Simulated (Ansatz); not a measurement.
## Energy profile

The step: SiH₄S ([SiH3][SH]) + HBr → SiH₃Br ([SiH3][Br]) + H₂S; bonds formed: Si1–Br7, S2–H6; bonds broken: Si1–S2, H6–Br7 (atoms numbered as in the saddle structure below).

Si1  (-0.512, -0.672, -0.270)
S2  (1.462, 0.322, 0.512)
H3  (-0.417, -1.198, -1.644)
H4  (-0.120, -1.865, 0.565)
H5  (-1.781, -0.262, 0.364)
H6  (0.938, 1.537, 0.086)
Br7  (-0.630, 1.737, -1.408)
H8  (1.060, 0.400, 1.796)
(Å)

Electronic energies by CCSD(T) at an estimated basis limit (MP2 extrapolated from triple and quadruple zeta, plus CCSD(T) − MP2 in triple zeta), on PBE0-D4/def2-TZVP structures; SiH₅SBr, singlet; no counterpoise correction. Ansatz 0.2.0; basis: def2-TZVPP and def2-QZVPP; cores frozen in the correlated methods. Filled d shells of the heavier atoms are correlated. The def2 sets are not built for correlating such inner shells, so the correlated values are less sure here. Extrapolation: Hartree–Fock as exp(−7.88 √X), correlation as X^−2.97.

Task: Give the profile in eV, counted from the separated reactants. (To be estimated.)

Result: Computed:
```tsv
point	eV
separated: SiH₄S (linked as [SiH3][SH]; Si1, S2, H3, H4, H5, H8; singlet) + HBr (H6, Br7; singlet)	0.000
start structure	-0.138
saddle	1.040
end structure	-0.487
separated: SiH₃Br (linked as [SiH3][Br]; Si1, H3, H4, H5, Br7; singlet) + H₂S (S2, H6, H8; singlet)	-0.390
```

The T1 diagnostic stays at or below 0.011.

For scale, one of the runs: CCSD(T)/def2-TZVPP, 202 basis functions, launched by `ansatz run in.yaml --threads 4 --pin off --events-out ev --progress --plain --max-ram 9574MiB`. The run took 63 s on 4 CPU threads of an Arm Neoverse V1 (shared host), with 2.3 GiB of host memory at its peak.
